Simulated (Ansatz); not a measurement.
Isomers of Cs3I2 (doublet), relaxed with PBE-D4/def2-SVP; total energies from Ansatz at PBE-QIDH/def2-TZVP.

| isomer | description | energy (Eh) |
| --- | --- | --- |
| A | point group D3h; 6 × Cs–I 3.73 to 3.74 Å | -655.65196 |
| B | point group not assigned; 5 × Cs–I 3.60 to 3.73 Å | -655.65151 |
| C | point group C2v; 4 × Cs–I 3.61 Å; 1 × Cs–Cs 5.25 Å | -655.64706 |
| D | point group Cs; 5 × Cs–I 3.57 to 3.79 Å | -655.65271 |

In the def2 sets Cs, I take a core potential; there is no spin–orbit coupling. Correlated methods freeze 8 core orbitals; core or outer-core shells of Cs, I are correlated, in sets that lack core-valence functions.

The isomers come from a short search, and lower ones may exist.

**Question.** Work out the relative energies (1 Eh = 2625.5 kJ/mol) and the Boltzmann populations at 500 K from electronic energies alone (R = 8.314 J/mol/K).

**Answer.** ΔE: A 2.0, B 3.2, C 14.8, D 0.0 kJ/mol. RT = 4.16 kJ/mol. Factors exp(−ΔE/RT): A 0.618, B 0.463, C 0.0285, D 1; sum 2.110. Populations: A 29.3 %, B 21.9 %, C 1.4 %, D 47.4 %. Zero-point energy, vibrational entropy and symmetry numbers are left out and can shift these; an error of 4 kJ/mol changes a ratio by a factor of 2.6. Over the other density-functional and correlated levels in def2 sets, the gap between D and A ranges from -14 to 8 kJ/mol.
